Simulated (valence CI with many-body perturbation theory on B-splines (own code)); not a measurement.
**E1 transitions of Ce II**

Calculated by relativistic CI+MBPT: three valence electrons over a frozen Dirac-Fock core [Xe], radial functions for each j: 7 s, 7 p, 7 d, 7 f, 4 g, 2 h, with the one-electron correlation potential Σ1, the two-electron term Σ2, the three-electron term Σ3, Breit, model QED; selected CI, second order for the rest, scaled by the run's own slope (own B-spline code, finite nucleus).

Set against measurement, 89 paired levels are off by 839 cm⁻¹ on average, the worst by 1676. These come from a selection out of the NIST Handbook of Basic Atomic Spectroscopic Data. Levels without a partner in it may be off by more, other configurations by several thousand cm⁻¹. 1 measured level below the end of the list, from 5119 cm⁻¹ on, found no clear computed partner.

Lines 151 to 200 of 457 in falling wavelength, among levels below 2.514 eV, chosen from the strongest by gf and those to the six lowest levels. Wavelengths and rates use the calculated energies, so an error of 800 cm⁻¹ moves a line at 11330 Å by 9.1 % and its rate by three times that or more. Electric multipoles are in the length gauge, E1 and E2 with the static RPA response of the core. Weak lines are less certain than strong ones. Lines between different terms over intervals too small for the method are left out, as are lines whose strength nearly cancels and 74 of this kind that miss the measured wavelength by over 7 %. Where a level lies close to another of its J and parity, the split of strength between their lines is uncertain. The highest levels of a list are the least certain.

Names give the largest LS component (configuration and term), which can be under half, so a name can repeat, a term be missing and a line seem to break the LS rules; names also repeat where a configuration has a term twice. Letters in brackets count levels of one name in rising energy.

```csv
λ vac (Å),Upper,Lower,A (s⁻¹),S (a.u.)
11330,4f2 5d 4H_13/2 [b],4f 5d 6s 4G°_11/2,3.60e+05,3.62e+00
11280,4f2 5d 2G_7/2 [c],4f 5d 6s 2F°_5/2 [b],4.30e+04,2.44e-01
11280,4f 5d2 2I°_11/2 [b],4f2 6s 2H_9/2,2.36e+05,2.01e+00
11280,4f2 5d 4D_1/2,4f 5d 6s 4D°_1/2,1.03e+05,1.46e-01
11270,4f2 5d 2G_7/2 [a],4f 5d2 4G°_5/2 [b],5.25e+04,2.97e-01
11270,4f2 5d 4D_5/2,4f 5d2 4P°_5/2,8.83e+04,3.74e-01
11270,4f2 5d 4F_3/2 [a],4f 5d2 4G°_5/2 [a],1.85e+05,5.21e-01
11250,4f 5d 6s 2H°_11/2,4f2 5d 2H_11/2 [a],1.67e+04,1.41e-01
11220,4f2 5d 4G_7/2 [b],4f 5d 6s 4G°_7/2,7.72e+04,4.31e-01
11210,4f2 5d 2G_7/2 [b],4f 5d2 4P°_5/2,4.78e+04,2.66e-01
11200,4f2 5d 4H_7/2 [a],4f 5d2 4H°_7/2 [b],3.31e+04,1.83e-01
11170,4f2 5d 2D_5/2 [a],4f 5d 6s 2F°_7/2 [a],5.75e+04,2.37e-01
11110,4f2 6s 2D_5/2,4f 5d2 2D°_5/2 [a],3.08e+04,1.25e-01
11060,4f2 5d 4G_7/2 [c],4f 5d2 4G°_9/2 [a],4.31e+04,2.30e-01
11060,4f2 5d 2G_9/2 [a],4f 5d2 4G°_11/2 [a],2.81e+04,1.87e-01
11050,4f2 5d 2D_3/2 [b],4f 5d 6s 2F°_5/2 [b],1.96e+05,5.23e-01
11000,4f2 5d 2G_9/2 [a],4f 5d2 2H°_9/2 [a],3.95e+04,2.60e-01
10980,4f2 5d 4H_9/2 [b],4f 5d2 4F°_7/2 [a],9.45e+04,6.17e-01
10950,4f2 5d 4F_7/2,4f 5d2 4F°_7/2 [a],4.09e+04,2.12e-01
10950,4f 5d2 2G°_7/2 [b],4f2 6s 4F_5/2,3.37e+04,1.74e-01
10940,4f2 5d 2G_7/2 [c],4f 6s2 2F°_5/2,3.81e+04,1.97e-01
10940,4f2 5d 4F_9/2 [a],4f 5d2 2G°_9/2 [b],1.10e+05,7.08e-01
10940,4f2 5d 4G_7/2 [c],4f 5d 6s 2F°_5/2 [a],2.37e+04,1.22e-01
10940,4f2 5d 4H_7/2 [b],4f 5d2 4G°_5/2 [a],2.04e+05,1.05e+00
10920,4f2 5d 2G_9/2 [b],4f 5d2 4G°_11/2 [a],1.85e+05,1.19e+00
10910,4f 5d 6s 2H°_11/2,4f2 6s 2H_11/2,7.90e+04,6.07e-01
10900,4f2 5d 2I_11/2,4f 5d2 4H°_9/2,4.36e+04,3.34e-01
10900,4f2 5d 4I_11/2,4f 5d2 2G°_9/2 [a],5.19e+04,3.98e-01
10890,4f2 5d 4G_7/2 [b],4f 5d2 2G°_9/2 [b],8.58e+04,4.38e-01
10890,4f 5d 6s 2H°_9/2,4f2 5d 2H_9/2 [a],4.07e+04,2.59e-01
10870,4f2 5d 4D_1/2,4f 5d2 4P°_1/2,3.74e+05,4.74e-01
10860,4f2 5d 2F_7/2 [b],4f 5d2 4G°_9/2 [b],5.72e+04,2.89e-01
10860,4f2 5d 4H_13/2 [b],4f 5d2 4G°_11/2 [a],3.91e+05,3.46e+00
10850,4f2 5d 4H_9/2 [b],4f 5d2 4G°_7/2 [a],2.92e+05,1.84e+00
10840,4f2 5d 2H_11/2 [b],4f 5d2 2G°_9/2 [b],1.45e+05,1.09e+00
10820,4f2 5d 4D_3/2 [b],4f 5d2 4P°_1/2,1.53e+05,3.82e-01
10820,4f2 5d 4H_7/2 [b],4f 5d 6s 2G°_7/2 [b],9.85e+04,4.93e-01
10810,4f2 5d 4H_11/2 [b],4f 5d2 4G°_9/2 [a],4.32e+05,3.23e+00
10790,4f2 5d 4G_7/2 [a],4f 5d2 2G°_9/2 [a],5.08e+04,2.52e-01
10780,4f2 5d 2H_9/2 [b],4f 5d 6s 2G°_7/2 [b],9.16e+04,5.66e-01
10750,4f2 5d 4G_9/2 [b],4f 5d2 4F°_9/2 [a],8.02e+04,4.92e-01
10730,4f2 5d 4F_9/2 [a],4f 5d2 4F°_7/2 [a],2.50e+04,1.52e-01
10730,4f2 5d 4H_9/2 [b],4f 5d2 4D°_7/2 [a],1.86e+04,1.13e-01
10720,4f2 5d 4F_9/2 [b],4f 5d 6s 4D°_7/2,4.59e+04,2.79e-01
10720,4f2 5d 4G_9/2 [a],4f 5d2 4H°_7/2 [b],3.16e+03,1.92e-02
10700,4f2 5d 4F_5/2 [b],4f 5d2 4G°_7/2 [b],3.76e+04,1.36e-01
10690,4f2 5d 4G_7/2 [b],4f 5d2 4F°_7/2 [a],2.36e+04,1.14e-01
10660,4f2 5d 4D_1/2,4f 5d2 4P°_3/2,9.51e+04,1.14e-01
10650,4f2 6s 4F_9/2,4f 5d2 2G°_9/2 [a],1.23e+04,7.33e-02
10650,4f2 5d 2G_9/2 [a],4f 5d 6s 4G°_9/2,1.77e+05,1.06e+00
```
